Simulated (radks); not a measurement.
Problem. Species: the barium ion Ba10+. Configuration: [Ar] 3d10 4s2 4p(1/2: 2, 3/2: 3) 4d10 5s1 (not the ground configuration). Method: Dirac Kohn-Sham, BLYP, spin-unpolarised, spherical densities, finite nucleus; Fermi nuclear charge, rms radius 4.8378 fm; computed with a radial shooting solver on a logarithmic mesh with Libxc functionals.

Spin-orbit splittings of the eigenvalues, e(l+1/2) - e(l-1/2), with zeta = 2 splitting/(2l+1) and mean radii in bohr:

| shell | occ. | splitting (eV) | zeta (eV) | <r> j=l-1/2 | <r> j=l+1/2 |
|---|---|---|---|---|---|
| 2p | 6 | 382.1 | 254.7 | 0.09190 | 0.09790 |
| 3p | 6 | 73.98 | 49.32 | 0.2813 | 0.2931 |
| 3d | 10 | 15.79 | 6.315 | 0.2640 | 0.2677 |
| 4p | 5 | 16.04 | 10.69 | 0.6853 | 0.7105 |
| 4d | 10 | ? | ? | 0.7621 | 0.7704 |

Estimate the 4d splitting.

Solution. 2.854 eV (zeta = 1.142 eV).
